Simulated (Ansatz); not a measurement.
Cost and result for the atomization energy of `CC[Si]S` (10 atoms, 9 bonds).

```xyz
10

C    -0.925   -1.167   -0.305
C     0.097   -0.112    0.104
Si   -0.261    1.620   -0.612
S     1.401    2.692    0.195
H    -0.695   -2.144    0.126
H    -0.962   -1.288   -1.391
H    -1.933   -0.894    0.020
H     0.144   -0.015    1.197
H     1.108   -0.404   -0.211
H     2.026    1.711    0.877
```

Total charge 0; spin multiplicity 1. The structure was optimised at the PBE0-D4/def2-TZVP level. It is one conformer, not always the lowest. Program: Ansatz. Hardware: A = 2 threads of a server CPU on a shared host; B = 2 threads of an AMD EPYC 7R13 on a shared host and a share of an NVIDIA H100 80 GB. Times are those of one run each, without the atoms' runs, and a repeat can differ threefold. Electronic energies, without spin–orbit coupling; frozen cores. CCSD(T)/CBS extrapolates def2-TZVPP and def2-QZVPP, and its time is that of the two runs behind it. T1 = 0.013; the RHF reference is unstable towards UHF. HSE06 is the plane-wave form, built on full-range PBE exchange.

CCSD(T)/CBS is a level of theory with its own doubt, some kJ/mol a heavy atom from the limit and from the frozen cores, so smaller differences don't rank the functionals.

| level | functions | wall time |
| --- | --- | --- |
| LDA (SPW92)/def2-TZVPP [A] | 230 | 3.9 s |
| BLYP-D4/def2-TZVPP [A] | 230 | 3.9 s |
| PBE-D4/def2-TZVPP (with forces) [A] | 230 | 4.8 s |
| BHLYP-D4/def2-TZVPP [A] | 230 | 6.5 s |
| CCSD(T)/def2-SVP [A] | 94 | 6.5 s |
| CAM-B3LYP-D4/def2-TZVPP [A] | 230 | 7.5 s |
| HSE06-D4/def2-TZVPP [A] | 230 | 8.5 s |
| r2SCANh-D4/def2-TZVPP [A] | 230 | 9 s |
| PBE-QIDH/def2-TZVPP [A] | 230 | 13 s |
| CCSD(T)/def2-TZVPP [B] | 230 | 15 s |
| ωB97M-V/def2-TZVPP (with forces) [A] | 230 | 20 s |
| CCSD(T)/def2-QZVPP [B] | 434 | 29 s |
| CCSD(T)/CBS(def2) | – | 43 s |

Problem. What atomization energy does each give, and how far from CCSD(T)/CBS? (Estimate.)

Solution. Computed: 
| level | atomization (kJ/mol) | difference from CCSD(T)/CBS | per bond |
| --- | --- | --- | --- |
| LDA (SPW92)/def2-TZVPP [A] | 4030.1 | 480.8 | 53.4 |
| BLYP-D4/def2-TZVPP [A] | 3534.8 | -14.5 | -1.6 |
| PBE-D4/def2-TZVPP (with forces) [A] | 3609.2 | 59.9 | 6.7 |
| BHLYP-D4/def2-TZVPP [A] | 3467.6 | -81.7 | -9.1 |
| CCSD(T)/def2-SVP [A] | 3353.9 | -195.4 | -21.7 |
| CAM-B3LYP-D4/def2-TZVPP [A] | 3550.7 | 1.4 | 0.2 |
| HSE06-D4/def2-TZVPP [A] | 3565.3 | 16.0 | 1.8 |
| r2SCANh-D4/def2-TZVPP [A] | 3540.5 | -8.8 | -1.0 |
| PBE-QIDH/def2-TZVPP [A] | 3530.3 | -19.0 | -2.1 |
| CCSD(T)/def2-TZVPP [B] | 3459.8 | -89.5 | -9.9 |
| ωB97M-V/def2-TZVPP (with forces) [A] | 3572.9 | 23.6 | 2.6 |
| CCSD(T)/def2-QZVPP [B] | 3512.3 | -37.0 | -4.1 |
| CCSD(T)/CBS(def2) | 3549.3 | 0.0 | 0.0 |

In def2-TZVPP, CCSD(T) changes the Hartree–Fock value by +841.4 kJ/mol (the triples alone add +50.4 kJ/mol) and MP2 by +864.4 kJ/mol; breaking electron pairs costs correlation energy, which Hartree–Fock lacks. From r2SCAN to r2SCAN0 (25 % exact exchange), in def2-TZVPP and without D4, the atomization energy moves by −39.4 kJ/mol: exact exchange takes away binding that semilocal exchange gives to molecules. Leaving LDA and LC-ωPBE aside and taking each functional with its dispersion term where it has one, the values spread over 141.5 kJ/mol, from BHLYP-D4 to PBE-D4. LDA lies +442.9 kJ/mol from PBE without D4, its usual overbinding.
